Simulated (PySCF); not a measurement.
# Cl⁺: excitation energy

Cl⁺ [Ne] 3s2 3p4 (3P) → Cl⁺ [Ne] 3s2 3p3 3d1 (5D), as a difference of total energies. Computed with PySCF 2.14 in aug-cc-pwCVTZ (8s7p5d3f, 75 functions), with no relativity, point nucleus. Correlated levels: valence: [Ne] frozen. The calculations carry no spin-orbit coupling.

```
           method  excitation energy (cm⁻¹)  error (cm⁻¹)
              UHF                    104160         -5793
    MP2 (valence)                    108860         -1098
SCS-MP2 (valence)                    110400          +442
   CCSD (valence)                    109600          -351
CCSD(T) (valence)                    109850          -105
```

Reference: 109960 cm⁻¹ (measured; NIST levels, between the centres of gravity of the two terms).

Errors of the correlated levels include the incompleteness of this basis and the frozen core.
